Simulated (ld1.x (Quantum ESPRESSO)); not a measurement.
## Ga (Z = 31): excitation energies, all-electron against ultrasoft

| Quantity | Value |
| --- | --- |
| Element | Ga |
| Generator | ld1.x (Quantum ESPRESSO) 7.5 |
| Type | ultrasoft |
| Functional | revPBE |
| Relativity | scalar-relativistic |
| Frozen core | [Ne] |
| Valence charge | 21 |
| Reference configuration | 3s2 3p6 3d10 4s1.5 4p1.5 |
| Partial waves | 3s (bound): rcut 0.95, rcutus 1.10 bohr; 4s (bound): rcut 0.95, rcutus 1.10 bohr; 3p (bound): rcut 1.05, rcutus 1.35 bohr; 4p (bound): rcut 1.05, rcutus 1.35 bohr; 3d (bound): rcut 0.80, rcutus 1.05 bohr; 3d channel at 2.2 Ry: rcut 0.80, rcutus 1.05 bohr |
| Local potential | all-electron potential smoothed inside 1.25 bohr (lloc = -1) |
| Core correction | Bessel-smoothed model core inside 1.00 bohr |
| Augmentation charge | PSQ, inside the norm-conserving radii |

Energies are relative to the spin-unpolarised reference configuration 3s2 3p6 3d10 4s1.5 4p1.5; without spin polarisation the order of configurations can differ from experiment. Not all tests gave a result: test run stopped at test 4 of 7 (negative rho).

Its overlap operator is not positive definite in a basis up to 400 Ry (lowest eigenvalue s -0.23), so the file is unfit for use: the generalised eigenproblem breaks down once the basis is large enough, and its test numbers describe a broken file.

```
valence configuration  charge  ΔE all-electron (eV)  error AE − PS (meV)
 3s2 3p6 3d10 4s2 4p1       0                -3.218                 -4.6
 3s2 3p6 3d10 4s2 4p0      +1                 2.404                  -39
 3s2 3p6 3d10 4s1 4p0      +2                23.385                  -50
```

Levels in the configuration 3s2 3p6 3d10 4s2 4p0:

```json
{"level": "3s", "all-electron (eV)": "-156.443", "pseudo (eV)": "-156.335"}
{"level": "3p", "all-electron (eV)": "-107.120", "pseudo (eV)": "-107.018"}
{"level": "3d", "all-electron (eV)": "-27.352", "pseudo (eV)": "-27.285"}
{"level": "4s", "all-electron (eV)": "-16.223", "pseudo (eV)": "-16.232"}
```

The ghost test of this file was not conclusive.
